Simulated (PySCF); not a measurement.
BrH2SbTe2. Atoms are numbered in the order given.

```xyz
6

Sb    -0.6618    -0.4008     0.7162
Br     1.5556    -0.8263     1.9763
Te    -0.2684     2.2341    -0.1458
H     -0.0234     2.7270     1.4467
Te    -0.1082    -1.2865    -1.8833
H     -1.0831    -2.6374    -1.6286
```

The structure is a stationary point at PBE-D3(BJ)/def2-SVP. The structure was generated by enumeration; whether it is a known compound was not checked. The def2 effective core potentials stand for the cores of Sb, Te; spin–orbit coupling is left out.

Level of theory: PySCF with PBE-D3(BJ)/def2-SVP.

Frequencies are harmonic and unscaled.

```csv
mode,ν (cm⁻¹),IR (km/mol),moving atoms (share of kinetic energy)
1,45,0.0,"Te 79 %, Sb 10 %, Br 10 %"
2,50,0.4,"Br 49 %, Te 38 %, Sb 10 %"
3,68,0.5,"Br 40 %, Te 31 %, Sb 27 %"
4,143,2.9,"H 77 %, Te 13 %, Sb 9 %"
5,171,1.2,"H 83 %, Te 10 %"
6,184,7.0,"Sb 47 %, Te 39 %, H 13 %"
7,190,5.4,"Sb 43 %, Te 34 %, H 22 %"
8,223,33.5,"Br 59 %, Sb 41 %"
9,491,6.6,H 98 %
10,551,1.4,H 98 %
11,2043,28.9,H 99 %
12,2044,39.0,H 99 %
```
